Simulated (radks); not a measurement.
Results of a calculation; reference values are marked as such.
Q: The iodine ion I10+ is in [Kr] 4d7. Level of theory: non-relativistic Kohn-Sham, PBE, spin-polarised, spherical densities, point nucleus (a radial shooting solver on a logarithmic mesh with Libxc functionals). Open shells are filled with parallel spins first. One electron is removed from 4s, 3d, 4d, 4p in turn, with full relaxation. Which removal costs least, and what does each cost?

A: 4d 224.46 eV; 4p 300.33 eV; 4s 344.00 eV; 3d 821.09 eV. The 4d electron leaves first.
